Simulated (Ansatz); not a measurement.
Basis-set series for F2H2NSi (`N[Si](F)F`) radical. Total charge 0; spin multiplicity 2. All single points use the PBE0-D4/def2-TZVP geometry. It is one conformer, not always the lowest.

Z-matrix (Å, degrees):
```
N
Si 1 1.704
H 1 1.009 2 119.3
H 1 1.009 2 119.3 3 -142.7
F 2 1.594 1 107.1 3 -167.1
F 2 1.594 1 107.1 3 -50.2
```

| functional | basis | functions | energy (Eh) | HOMO (eV) | LUMO (eV) |
| --- | --- | --- | --- | --- | --- |
| PBE0-D4 | def2-SVP | 70 | -544.56490 | -6.18 | -2.17 |
| PBE0-D4 | def2-QZVPP | 301 | -545.03132 | -6.47 | -2.39 |
| ωB97M-V | def2-SVP | 70 | -544.84377 | -8.01 | -0.53 |
| ωB97M-V | def2-QZVPP | 301 | -545.31495 | -8.31 | -0.88 |

Problem. Give the rows for def2-TZVPP. (Best estimate.)

Solution. Computed: 
```
functional       basis  functions  energy (Eh)  HOMO (eV)  LUMO (eV)
   PBE0-D4  def2-TZVPP        163   -545.00541      -6.40      -2.28
   ωB97M-V  def2-TZVPP        163   -545.29049      -8.23      -0.72
```

HOMO and LUMO are taken over both spins.
